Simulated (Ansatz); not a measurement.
Reaction (substitution at a C–C bond): `CCCCC(=O)CCCC` + `[OH][AlH2]` → `CCC[O][AlH2]` + `CCCCC(C)=O`

Gas-phase electronic energies from Ansatz, PBE0-D4/def2-TZVP geometries. CCSD(T)/CBS is the MP2 limit (def2-TZVPP, def2-QZVPP) plus CCSD(T) − MP2 in def2-TZVPP, frozen cores. This one scheme is used for every species. Functionals use def2-TZVPP. One conformer a species, not always the lowest.

(1) Is it downhill or uphill in electronic energy at CCSD(T)/CBS, and by how much? (Estimate.)

(2) What do these levels give: revPBE-D4, PBE, CCSD(T)/def2-SVP, MP2/def2-TZVPP, MP2/def2-QZVPP, MP2/CBS(def2)? (Estimate.)

Largest T1 diagnostic among the species: 0.012.

## Answers

(1) Computed: Uphill: ΔE = +48.8 kJ/mol.

(2) The calculation gave: revPBE-D4 42.3, PBE 36.2, CCSD(T)/def2-SVP 35.9, MP2/def2-TZVPP 53.3, MP2/def2-QZVPP 54.5, MP2/CBS(def2) 55.5 kJ/mol.

Leaving LDA and LC-ωPBE aside and taking each functional with its dispersion term where it has one, the values, not all of them listed here, spread over 10.9 kJ/mol, from BLYP-D4 to PBE-QIDH. LDA lies +4.0 kJ/mol from PBE without D4. At CCSD(T), def2-SVP lies −12.9 kJ/mol from the extrapolated value and def2-TZVPP −2.2 kJ/mol.
